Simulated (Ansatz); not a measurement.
Basis-set series for `CCC(F)C(F)F`. Total charge 0; spin multiplicity 1. Geometry: relaxed with PBE0-D4/def2-TZVP. It is one conformer, not always the lowest.

```xyz
14

C     0.1723    0.7599   -1.4508
C    -0.7291    0.7034   -0.2278
C    -0.5826   -0.5520    0.6021
F    -0.9292   -1.6605   -0.1524
C     0.8238   -0.8049    1.1089
F     1.2643    0.2915    1.7766
F     0.8184   -1.8395    1.9798
H     1.2269    0.8374   -1.1765
H    -0.0679    1.6333   -2.0593
H     0.0451   -0.1264   -2.0753
H    -0.5464    1.5599    0.4268
H    -1.7783    0.7597   -0.5315
H    -1.2486   -0.5228    1.4713
H     1.5312   -1.0391    0.3080
```

```tsv
functional	basis	functions	energy (Eh)	HOMO (eV)	LUMO (eV)
PBE0-D4	def2-SVP	133	-455.36054	-9.13	1.83
PBE0-D4	def2-QZVPP	609	-455.92141	-9.29	0.76
ωB97M-V	def2-SVP	133	-455.65983	-11.49	3.48
ωB97M-V	def2-QZVPP	609	-456.23690	-11.67	1.90
```

**Question.** Give the rows for def2-TZVPP. (An estimate is asked.)

**Answer.** Computed: 
| functional | basis | functions | energy (Eh) | HOMO (eV) | LUMO (eV) |
| --- | --- | --- | --- | --- | --- |
| PBE0-D4 | def2-TZVPP | 315 | -455.89766 | -9.25 | 1.24 |
| ωB97M-V | def2-TZVPP | 315 | -456.21415 | -11.63 | 2.67 |

Positive LUMOs are unbound and depend on the basis.
